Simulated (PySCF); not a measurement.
PySCF input for Ti(F)3(OH)(OH2) (F3H3O2Ti), SMILES [OH][Ti](<-[OH2])([F])([F])[F], multiplicity 1, PBE-D3(BJ)/def2-SVP. Geometry: PBE-D3(BJ)/def2-SVP. The spin state was assumed, not searched. The values are those of a single conformer.

```python
import numpy as np
from pyscf import gto, scf, dft, df
from pyscf.hessian import thermo

mol = gto.M(
    atom='''
    Ti    0.15088148    0.08256301   -0.17858297
    F     1.05476672   -1.40695315    0.06039544
    F    -1.45249261   -0.07126229   -0.94314908
    F     0.25467046    1.31282927    1.10682591
    O     1.11975985    0.81820722   -1.47908557
    H     1.89106657    0.51342172   -1.98721412
    O    -1.20160376   -0.82047185    1.55689722
    H    -2.07090559   -0.76843782    1.11112170
    H    -1.19730341   -0.05477748    2.16577420
    ''',
    basis='def2-SVP',
    charge=0,
    spin=0,
    max_memory=1600,
    verbose=3,
)
mf = dft.RKS(mol, xc='pbe').density_fit(auxbasis='def2-universal-jkfit')
mf.disp = 'd3bj'
mf.grids.level = 3
mf.conv_tol = 1e-11
mf.max_cycle = 100
mf.kernel()

# [left out here: the lines that compute and print the analytic Hessian (its translational invariance restored by hand, since the grid's response is missing), thermochemistry and intensities]
```

It prints:

```
converged SCF energy = -1300.44026383596

WARN: DFTD3 does not support analytical Hessian, using finite difference


WARN: Mole.unit (angstrom) is changed to Bohr

Mode                                 0                   1                   2
Irrep
Freq [cm^-1]                       22.9550            118.9036            125.0034
Reduced mass [au]                   1.5642              6.2437              3.3559
Force const [Dyne/A]                0.0005              0.0520              0.0309
Char temp [K]                      33.0271            171.0758            179.8520
Normal mode                   x     y     z       x     y     z       x     y     z
       0  Ti                 0.02  0.01  0.02    0.01 -0.01  0.01   -0.01 -0.02 -0.02
       1   F                -0.05 -0.04 -0.06    0.05  0.02  0.02   -0.03 -0.03 -0.06
       2   F                 0.03 -0.05 -0.01    0.01 -0.07 -0.00    0.02 -0.07 -0.05
       3   F                -0.03  0.03 -0.00    0.10 -0.05  0.04   -0.02 -0.03  0.02
       4   O                 0.03  0.04  0.05   -0.08  0.05 -0.02    0.02  0.07  0.05
       5   H                -0.48 -0.30 -0.53   -0.13  0.13 -0.15    0.21  0.25  0.24
       6   O                 0.01  0.02  0.02   -0.11  0.07 -0.04    0.03  0.10  0.09
       7   H                 0.03 -0.05 -0.03   -0.07  0.14 -0.12   -0.02  0.03  0.18
       8   H                -0.07  0.04 -0.01   -0.10  0.05 -0.02    0.11  0.20 -0.04
Mode                                 3                   4                   5
Irrep
Freq [cm^-1]                      199.5338            205.9791            223.0606
Reduced mass [au]                  10.0046              1.7183              3.9642
Force const [Dyne/A]                0.2347              0.0430              0.1162
Char temp [K]                     287.0847            296.3581            320.9346
Normal mode                   x     y     z       x     y     z       x     y     z
       0  Ti                -0.04  0.03 -0.00    0.01  0.02  0.02    0.04 -0.02 -0.02
       1   F                -0.09  0.02  0.08   -0.05 -0.02 -0.05   -0.07 -0.07  0.10
       2   F                 0.01 -0.06 -0.08   -0.00 -0.06  0.05    0.02  0.04  0.03
       3   F                 0.09 -0.01  0.04    0.05  0.06 -0.02   -0.02  0.00 -0.05
       4   O                 0.00 -0.01  0.01    0.00 -0.01 -0.00   -0.05  0.09 -0.02
       5   H                -0.02  0.02 -0.04    0.22  0.10  0.26   -0.02  0.42 -0.16
       6   O                 0.10 -0.03 -0.05   -0.01 -0.01 -0.03    0.01 -0.03  0.01
       7   H                 0.02 -0.08  0.10    0.09 -0.38 -0.27    0.04 -0.06 -0.04
       8   H                 0.10 -0.13  0.08   -0.44  0.07 -0.13   -0.04  0.01 -0.04
Mode                                 6                   7                   8
Irrep
Freq [cm^-1]                      233.2858            239.5768            264.1291
Reduced mass [au]                   9.7726              2.4728              3.4327
Force const [Dyne/A]                0.3134              0.0836              0.1411
Char temp [K]                     335.6464            344.6977            380.0230
Normal mode                   x     y     z       x     y     z       x     y     z
       0  Ti                -0.02 -0.04  0.05   -0.01 -0.01 -0.01   -0.03 -0.03 -0.03
       1   F                 0.04 -0.03 -0.01   -0.01 -0.01 -0.01    0.05  0.04  0.05
       2   F                -0.01  0.04 -0.01   -0.05 -0.05  0.06   -0.07  0.03 -0.00
       3   F                -0.01  0.04 -0.02    0.04  0.05 -0.08    0.05 -0.04 -0.05
       4   O                -0.06 -0.01  0.05    0.06  0.05  0.08    0.06  0.05  0.08
       5   H                -0.06  0.11 -0.02    0.06  0.05  0.07   -0.11 -0.09 -0.10
       6   O                 0.09  0.08 -0.13   -0.03 -0.03 -0.04    0.01  0.01  0.03
       7   H                 0.08  0.04 -0.10   -0.03  0.42  0.01    0.03 -0.34 -0.04
       8   H                 0.08  0.06 -0.10    0.24 -0.26  0.24   -0.24  0.16 -0.15
Mode                                 9                  10                  11
Irrep
Freq [cm^-1]                      274.8895            391.4191            487.8091
Reduced mass [au]                   7.2646              1.5142              1.2365
Force const [Dyne/A]                0.3234              0.1367              0.1734
Char temp [K]                     395.5048            563.1649            701.8486
Normal mode                   x     y     z       x     y     z       x     y     z
       0  Ti                -0.02 -0.02  0.03    0.01 -0.01  0.00   -0.00 -0.00  0.00
       1   F                 0.03 -0.02 -0.02   -0.02 -0.03  0.03   -0.02  0.01  0.01
       2   F                 0.05  0.04 -0.10    0.01 -0.00  0.02   -0.02 -0.00 -0.03
       3   F                 0.06  0.07 -0.07   -0.01 -0.02 -0.01    0.02  0.03  0.01
       4   O                -0.07  0.02  0.02   -0.03  0.11 -0.05   -0.02  0.00  0.01
       5   H                -0.03 -0.02  0.10   -0.01 -0.68  0.43   -0.02 -0.09  0.07
       6   O                -0.04 -0.06  0.07    0.02  0.02 -0.03    0.00 -0.07  0.05
       7   H                -0.08 -0.09  0.15   -0.00 -0.01  0.01    0.27  0.35 -0.44
       8   H                -0.06 -0.13  0.15   -0.00 -0.01  0.01    0.25  0.34 -0.46
Mode                                12                  13                  14
Irrep
Freq [cm^-1]                      516.0558            660.8361            762.1933
Reduced mass [au]                   1.2732             15.1098              9.1170
Force const [Dyne/A]                0.1998              3.8877              3.1206
Char temp [K]                     742.4894            950.7961           1096.6265
Normal mode                   x     y     z       x     y     z       x     y     z
       0  Ti                 0.01  0.00  0.01   -0.02 -0.00  0.02   -0.05 -0.04 -0.06
       1   F                 0.00  0.00  0.00   -0.05  0.10 -0.02    0.01 -0.00  0.01
       2   F                -0.03  0.01 -0.05    0.12  0.01  0.06    0.11  0.01  0.05
       3   F                -0.02 -0.05 -0.01   -0.01 -0.09 -0.10    0.01  0.08  0.08
       4   O                -0.00 -0.00 -0.00   -0.02 -0.02  0.04    0.01  0.00  0.01
       5   H                 0.02  0.02  0.01   -0.03  0.01  0.02   -0.03 -0.03 -0.03
       6   O                 0.04  0.04  0.05    0.01  0.00 -0.01    0.01  0.01  0.01
       7   H                 0.32  0.24 -0.47    0.04  0.05 -0.06    0.10  0.05 -0.16
       8   H                -0.36 -0.27  0.43    0.03  0.04 -0.06   -0.13 -0.07  0.11
Mode                                15                  16                  17
Irrep
Freq [cm^-1]                      765.7472            790.7007           1576.8887
Reduced mass [au]                  12.6580              9.8762              1.0785
Force const [Dyne/A]                4.3731              3.6380              1.5800
Char temp [K]                    1101.7398           1137.6422           2268.7918
Normal mode                   x     y     z       x     y     z       x     y     z
       0  Ti                -0.00  0.07 -0.04   -0.07  0.03  0.04   -0.00 -0.00  0.00
       1   F                 0.06 -0.10  0.02    0.06 -0.09  0.01    0.00  0.00 -0.00
       2   F                 0.02 -0.00  0.01    0.04 -0.00  0.01   -0.00 -0.00 -0.00
       3   F                -0.00 -0.03 -0.02    0.00 -0.03 -0.03    0.00 -0.00  0.00
       4   O                -0.08 -0.05  0.10    0.08  0.04 -0.10    0.00 -0.00 -0.00
       5   H                -0.08 -0.10  0.14    0.08  0.11 -0.14    0.00  0.00 -0.00
       6   O                 0.00 -0.00 -0.00   -0.00 -0.01  0.01    0.05 -0.04 -0.01
       7   H                 0.01  0.01 -0.01    0.04  0.06 -0.07   -0.16  0.54  0.38
       8   H                 0.01  0.02 -0.03    0.04  0.06 -0.08   -0.63  0.15 -0.19
Mode                                18                  19                  20
Irrep
Freq [cm^-1]                     3653.9514           3749.2814           3783.2204
Reduced mass [au]                   1.0460              1.0808              1.0682
Force const [Dyne/A]                8.2283              8.9516              9.0079
Char temp [K]                    5257.2225           5394.3811           5443.2118
Normal mode                   x     y     z       x     y     z       x     y     z
       0  Ti                 0.00  0.00 -0.00   -0.00 -0.00 -0.00    0.00  0.00 -0.00
       1   F                -0.00  0.00  0.00   -0.00 -0.00 -0.00   -0.00  0.00 -0.00
       2   F                 0.00 -0.00  0.00    0.00  0.00  0.00    0.00  0.00  0.00
       3   F                -0.00 -0.00 -0.00    0.00  0.00  0.00    0.00 -0.00 -0.00
       4   O                 0.00 -0.00 -0.00   -0.00  0.00  0.00   -0.05  0.02  0.03
       5   H                -0.00  0.00  0.00    0.00 -0.00 -0.00    0.77 -0.29 -0.51
       6   O                 0.04 -0.03 -0.01    0.04  0.03  0.05    0.00 -0.00 -0.00
       7   H                -0.61  0.00 -0.33   -0.60  0.03 -0.30   -0.00 -0.00 -0.00
       8   H                 0.03  0.52  0.44    0.00 -0.53 -0.43   -0.00  0.00  0.00
temperature 298.1500 [K]
pressure 101325.00 [Pa]
Rotational constants [GHz] 2.91249 2.04212 2.03534
Symmetry number 1
Zero-point energy (ZPE) 0.04339 [Eh]   113916.910 [J/mol]
                           tot       elec      trans        rot        vib
Entropy [J/mol/K]       406.954      0.000    170.366    115.795    120.792
Cv [J/mol/K]            131.159      0.000     12.472     12.472    106.216
Cp [J/mol/K]            139.474      0.000     20.786     12.472    106.216
Internal energy [J/mol]                      3718.434   3718.434 132310.817
Internal energy [Eh]   -1300.38704  -1300.44026
Enthalpy [J/mol]                             6197.391   3718.434 132310.817
Enthalpy [Eh]          -1300.38609
Gibbs free energy [J/mol]                  -44597.272 -30805.981  96296.633
Gibbs free energy [Eh] -1300.43231
mode   freq/cm-1   IR/(km/mol)
   1       22.96        65.857
   2      118.90        11.305
   3      125.00        12.352
   4      199.53        17.469
   5      205.98         1.405
   6      223.06        46.569
   7      233.29        13.150
   8      239.58        21.127
   9      264.13        79.088
  10      274.89        65.715
  11      391.42       174.467
  12      487.81       312.859
  13      516.06        15.014
  14      660.84         8.147
  15      762.19       190.169
  16      765.75       182.288
  17      790.70       174.425
  18     1576.89        61.045
  19     3653.95        31.220
  20     3749.28        83.497
  21     3783.22       204.695
max |gradient| / (hartree/bohr): 0.00032615332262250296
APT charges: [ 2.3471 -0.5872 -0.6333 -0.6338 -0.8852  0.3508 -0.5457  0.2937  0.2936]
```

Self-consistency was reached.

Cost: roughly 110 core-seconds.
